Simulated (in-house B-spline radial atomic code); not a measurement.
Hg²⁺. Computed with a B-spline radial atomic code. Model: non-relativistic spherical atom: semilocal Troullier-Martins pseudo-atom, one channel per l, against all electrons, high spin, G0W0 and RPA with empty states to l = 8, local potential for every l without a channel, a model core (radius 0 = none) keeps its share of the functional.

The core holds an angular momentum without a channel of its own, so the local potential lets valence electrons into it.

Without relativity these are model numbers for so heavy an element.

What the tables leave out is listed at the end.

The pseudopotential gives back the lowest level of each angular momentum of its own functional in the configuration it was made in; a second state of the same l is only approximately right. Exact exchange, RPA and GW see the smooth pseudo-orbitals and miss the exchange with the core, for which the functional's share stands in. The column with an uncorrelated core keeps all orbitals and exact exchange, and so separates missing core correlation from pseudisation. Only the three outermost levels and the lowest empty one were computed. RPA here is direct RPA, with no exchange kernel, and its energies carry an (l + 1/2)⁻⁴ tail. A hybrid on a potential with a model core restores only its own semilocal share of the core's exchange.

Command:
```bash
python run_psgw.py task.json out
```
Settings (lengths in bohr, energies in hartree):
```
Z                      80
electrons              78
configuration          [Xe] 4f14 5d10
generated_in           [Xe] 4f14 5d10
functional             pbe,pbe
core_shells            12
radius_factor          0.9
core_correction        True
```

Time taken, with all properties: 33 s on 1 thread of Arm Neoverse N1 (shared host).

Given: made with PBE; model core radius 1.021 bohr; local radius 1.256 bohr; mean-field start PBE.

Valence shells of the generating configuration: 5d.

Channel: s 2.086, p 2.501, d 1.036 (radii in bohr).

Computed: largest level miss in the spin-unpolarised generating configuration 0 eV; valence RPA correlation energy all-electron orbitals -0.49751 hartree; all-electron RPA polarisability, core included 6.5553 bohr³; pseudo-atom RPA polarisability 6.8834 bohr³.

| level | occupied | mean-field all-electron (eV) | mean-field pseudo minus all (eV) | G0W0 all-electron (eV) | G0W0 uncorrelated core minus all (eV) | G0W0 pseudo minus all (eV) | exchange self-energy all-electron (eV) | exchange self-energy pseudo (eV) |
| --- | --- | --- | --- | --- | --- | --- | --- | --- |
| 5d | 1 | -29.593 | 0 | -36.65 | -0.208 | 2.933 | -36.406 | -21.688 |
| 6s (empty) | 0 | -19.899 | 0 | -16.189 | 0.126 | -0.613 | -4.4805 | -2.9001 |

(1) What is the valence RPA correlation energy pseudo?

Given: mean-field start PBE0.

Computed: valence RPA correlation energy all-electron orbitals -0.47015 hartree; valence RPA correlation energy pseudo -0.88573 hartree; pseudo-atom RPA polarisability 6.8711 bohr³.

```csv
level,occupied,mean-field all-electron (eV),mean-field pseudo minus all (eV),G0W0 all-electron (eV),G0W0 uncorrelated core minus all (eV),G0W0 pseudo minus all (eV),exchange self-energy all-electron (eV),exchange self-energy pseudo (eV)
5d,1,-31.604,1.238,-36.723,-0.206,3.097,-36.539,-21.378
6s (empty),0,-18.532,-0.397,-16.02,0.123,-0.876,-4.1855,-2.8854
```

(2) What is the all-electron RPA polarisability, core included?

Results:

(1) -0.92687 hartree.

(2) 5.8638 bohr³.

Among the listed levels the largest G0W0 shift of the pseudo-atom is +3.10 eV, for 5d on the PBE0 start, while leaving the core uncorrelated moves that level by -0.21 eV. So pseudisation and the lost core exchange, not the missing core correlation, make the error. Not in the tables (levels of low weight, unsolved or above zero; the highest and the empty levels are kept at any weight): no Hartree-Fock pseudo-atom is run with a model core.
